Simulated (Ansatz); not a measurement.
C8H14OSn⁺, that is Sn(vinyl)3(OEt) with one electron fewer. Charge 1, multiplicity 2. Geometry r2SCAN-D4/def2-SVP, that of the neutral singlet; atoms count from 1.

Cartesian coordinates in Å:
```
Sn -0.251 -0.384 -0.134
C -0.724 -0.214 -2.207
C -1.668 -0.945 -2.815
H -0.159 0.529 -2.786
H -2.265 -1.698 -2.284
H -1.893 -0.827 -3.884
C 0.970 -2.095 0.296
C 1.432 -2.884 -0.685
H 1.219 -2.337 1.339
H 1.212 -2.691 -1.743
H 2.054 -3.765 -0.477
C -2.009 -0.284 1.092
C -3.172 0.161 0.599
H -1.962 -0.609 2.141
H -3.275 0.494 -0.442
H -4.081 0.215 1.213
O 0.859 1.264 0.158
C 1.425 1.529 1.420
C 2.237 2.806 1.333
H 0.642 1.642 2.204
H 2.084 0.696 1.756
H 2.700 3.054 2.302
H 3.033 2.698 0.579
H 1.591 3.644 1.026
```

In the def2 sets Sn takes a core potential; there is no spin–orbit coupling. Single mean-field runs in def2-TZVP are fitted with def2-universal-jkfit.

(1) Estimate the Mulliken populations from the PBE0/def2-TZVP orbitals of Ansatz.

(2) Where does the spin sit?

(3) And the Mayer bond orders between bonded heavy atoms (over 0.3)?

## Answers

(1) 
```csv
atom,charge (e),spin (α − β)
Sn1,1.12,-0.05
C2,-0.41,0.00
C3,-0.23,0.01
H4,0.16,0.00
H5,0.16,0.00
H6,0.18,0.00
C7,-0.36,0.15
C8,-0.22,-0.02
H9,0.17,0.01
H10,0.18,0.01
H11,0.19,0.02
C12,-0.37,0.15
C13,-0.22,-0.02
H14,0.17,0.01
H15,0.18,0.01
H16,0.19,0.02
O17,-0.25,0.58
C18,-0.11,-0.02
C19,-0.36,0.00
H20,0.19,0.07
H21,0.18,0.07
H22,0.16,0.00
H23,0.16,0.00
H24,0.16,0.00
```
Mulliken values and Mayer orders depend strongly on the basis.

(2) Summed by element: Sn -0.05, C 0.25, H 0.22, O 0.58, of 1 unpaired in all. Largest on single atoms: O17 0.58, C7 0.15, C12 0.15.

(3) Sn1–C2 0.92 (2.13 Å); Sn1–C7 0.82 (2.15 Å); Sn1–C12 0.83 (2.15 Å); Sn1–O17 0.67 (2.01 Å); C2–C3 1.88 (1.34 Å); C7–C8 1.95 (1.34 Å); C12–C13 1.93 (1.34 Å); O17–C18 1.00 (1.41 Å); C18–C19 1.05 (1.52 Å).
